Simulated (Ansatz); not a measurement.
One change: `CC(C)[O][Zn][F]` becomes `CC(C)[O][Cd][OH]`.

Ansatz, PBE0-D4/def2-TZVP geometries, multiplicity 1. Each molecule was computed in one conformer, which needn't be the lowest.

Elements past krypton have def2 core potentials. Scalar relativity is left out up to krypton.

```
                               property  `CC(C)[O][Zn][F]`
HOMO–LUMO gap (ωB97M-V/def2-TZVPP) / eV              10.73
     HOMO energy (PBE0/def2-TZVPP) / eV              -7.78
    HOMO energy (B3LYP/def2-TZVPP) / eV              -7.57
   HOMO–LUMO gap (PBE0/def2-TZVPP) / eV               6.60
  HOMO–LUMO gap (B3LYP/def2-TZVPP) / eV               6.03
  HOMO energy (ωB97M-V/def2-TZVPP) / eV             -10.19
```

(1) Give the same properties after the change, and the shifts. (Best estimate.)

Results:

(1) Ansatz gave: 
```json
{"property": "HOMO–LUMO gap (ωB97M-V/def2-TZVPP) / eV", "`CC(C)[O][Cd][OH]`": "10.02", "shift": "-0.71"}
{"property": "HOMO energy (PBE0/def2-TZVPP) / eV", "`CC(C)[O][Cd][OH]`": "-7.21", "shift": "0.57"}
{"property": "HOMO energy (B3LYP/def2-TZVPP) / eV", "`CC(C)[O][Cd][OH]`": "-7.01", "shift": "0.56"}
{"property": "HOMO–LUMO gap (PBE0/def2-TZVPP) / eV", "`CC(C)[O][Cd][OH]`": "5.94", "shift": "-0.66"}
{"property": "HOMO–LUMO gap (B3LYP/def2-TZVPP) / eV", "`CC(C)[O][Cd][OH]`": "5.41", "shift": "-0.62"}
{"property": "HOMO energy (ωB97M-V/def2-TZVPP) / eV", "`CC(C)[O][Cd][OH]`": "-9.60", "shift": "0.59"}
```

With PBE0 the HOMO rises by 0.57 eV and the LUMO falls by 0.09 eV, so the gap narrows by about 0.66 eV. PBE moves the HOMO by 0.53 eV and ωB97M-V by 0.59 eV.

B3LYP here is the variant with VWN-RPA as its local correlation; programs differ in this.
